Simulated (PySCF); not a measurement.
A species of formula C3H6F2Si has this rotational fingerprint, computed with PBE0-D3(BJ)/def2-SVP geometry optimisation, gas phase (PySCF 2.14.0):

```
Rotational constants : A = 4989, B = 1930, C = 1838 MHz
Dipole components    : |μa| = 1.38 D, |μb| = 0.32 D, |μc| = 1.35 D
Inertial defect      : -88.21 u·Å²
κ                    : -0.94
```

Question: Which structure is it? (One computed conformer of each.)
A. `[F:1][C@@H:2]1[CH2:3][C@@H:4]([F:5])[SiH2:6]1` with F1–C2–C3–C4 -83°, C2–C3–C4–F5 -151°, C3–C4–Si6–C2 21°, F1–C2–Si6–C4 89°
B. `[F:1][CH:2]([F:3])[C@H:4]1[CH2:5][SiH2:6]1` with F1–C2–C4–C5 -46°

Answer: B. It is FC(F)[C@H]1C[SiH2]1, a near-prolate asymmetric top, point group C1. The candidates at the same level (rigid rotor, commonest isotopes):

| SMILES | A (MHz) | B (MHz) | C (MHz) | μa (D) | μb (D) | μc (D) | Δ (u·Å²) | point group | rotor |
| --- | --- | --- | --- | --- | --- | --- | --- | --- | --- |
| FC(F)[C@H]1C[SiH2]1 | 4989 | 1930 | 1838 | 1.38 | 0.32 | 1.35 | -88.21 | C1 | near-prolate asymmetric top |
| F[C@@H]1C[C@@H](F)[SiH2]1 | 4599 | 2172 | 1732 | 0.53 | 0.45 | 0.94 | -50.81 | C1 | asymmetric top |

`F[C@@H]1C[C@@H](F)[SiH2]1` has B 13 % too high. No structure here is proved a minimum.
